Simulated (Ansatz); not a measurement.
Reaction (redistribution): `[SiH3]N([SiH3])[Si]Br` + `Cl[Si]Br` → `Br[Si]Br` + `[SiH3]N([SiH3])[Si]Cl`

Calculated with Ansatz (gas phase, PBE0-D4/def2-TZVP geometries, no zero-point term in ΔE). CBS: MP2 limit from def2 TZ/QZ plus the TZ coupled-cluster correction, frozen cores. Functionals use def2-TZVPP. B3LYP here is the variant with VWN-RPA as its local correlation; programs differ in this. HSE06 is defined as in plane-wave codes. For Br outer-core shells are correlated without core-valence functions, which leaves a few kJ/mol of doubt a bond. Scalar relativity is left out up to krypton. Each species was taken in one conformer, which may not be the lowest.

Task: Is it downhill or uphill in electronic energy at CCSD(T)/CBS, and by how much? (Estimate.)

Result: Ansatz gave: Nearly level: ΔE = +1.5 kJ/mol.

Task: What do these levels give: revPBE-D4, B3LYP-D4, r2SCANh-D4, HSE06-D4, PBE-QIDH, PBE0, B3LYP, CAM-B3LYP, MP2/def2-TZVPP, HF/def2-QZVPP, SCS-MP2/def2-QZVPP, MP2/CBS(def2)? (An estimate is asked.)

Result: The calculation gave: revPBE-D4 -1.1, B3LYP-D4 -0.6, r2SCANh-D4 -0.4, HSE06-D4 0.0, PBE-QIDH 0.4, PBE0 -0.2, B3LYP -1.0, CAM-B3LYP -0.6, MP2/def2-TZVPP 0.8, HF/def2-QZVPP -0.9, SCS-MP2/def2-QZVPP 0.8, MP2/CBS(def2) 1.7 kJ/mol.

Largest T1 diagnostic among the species: 0.013.

Leaving LDA and LC-ωPBE aside and taking each functional with its dispersion term where it has one, the values, not all of them listed here, spread over 1.8 kJ/mol, from revPBE-D4 to ωB97M-V.
